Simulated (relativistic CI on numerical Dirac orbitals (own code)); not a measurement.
Computed by Dirac-Coulomb-Breit CI, KLI orbitals optimised for each configuration, QED by a radiative potential, unscaled Slater integrals (own radial code, finite nucleus).

The strongest absorption lines from the ground level of an ion, among the configurations computed and to levels below about 1970 eV (vacuum wavelength in nm, gf): 0.68540 (0.33), 0.68911 (0.7), 0.69062 (0.19), 0.70009 (0.6), 0.70103 (0.24), 0.70360 (0.33), 2.8076 (1.6), 2.9764 (0.58).

(1) Which ion is it?
A. Ta XLVI
B. Ta L
C. Ta XLVIII
D. Tl LVI

Answers

(1) C. Ta XLVIII has 26 electrons and the ground level 3s2 3p6 3d8 3F_4; the strongest line goes to 3s2 3p5 3d9 3D°_3. The pattern of lines fixes the number of electrons, and along that sequence the line energies rise steadily with the charge (about as its square where n changes within one kind of shell, about linearly where n is kept but much faster in heavy ions where fine structure, which grows about as Z⁴, sets the gap, and irregularly where shells cross), which fixes Z. Configurations outside the model, such as inner-shell arrays, can give stronger lines. At this charge energies of transitions that change n are usually good to better than 1 %, and those within a shell (Δn = 0) to a few per cent.

LS names give the leading component of a level, which can be under half, so a name can repeat, a term be missing and a line seem to break the LS rules.
